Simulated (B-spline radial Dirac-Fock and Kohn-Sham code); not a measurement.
**X-ray form factors of osmium in several charge states**

These are calculated numbers from a radial atomic solver; the model is Dirac-Fock densities.

Configurations: Os³⁶⁺ [Kr] 4d4; Os³⁷⁺ [Kr] 4d3; Os³⁸⁺ [Kr] 4d2; Os³⁹⁺ [Kr] 4d1. The first column is f₀ of Os³⁶⁺, the others are differences from it.

```
s (Å⁻¹)   Os³⁶⁺  Δ Os³⁷⁺  Δ Os³⁸⁺  Δ Os³⁹⁺
      0  40.000   -1.000   -2.000   -3.000
    0.1  39.780   -0.984   -1.968   -2.953
    0.2  39.134   -0.937   -1.876   -2.817
    0.3  38.098   -0.864   -1.731   -2.601
    0.4  36.727   -0.769   -1.543   -2.323
    0.5  35.093   -0.659   -1.327   -2.002
    0.7  31.350   -0.428   -0.868   -1.318
    0.9  27.477   -0.223   -0.458   -0.704
    1.1  23.934   -0.076   -0.162   -0.257
    1.4  19.699   +0.025   +0.046   +0.063
```
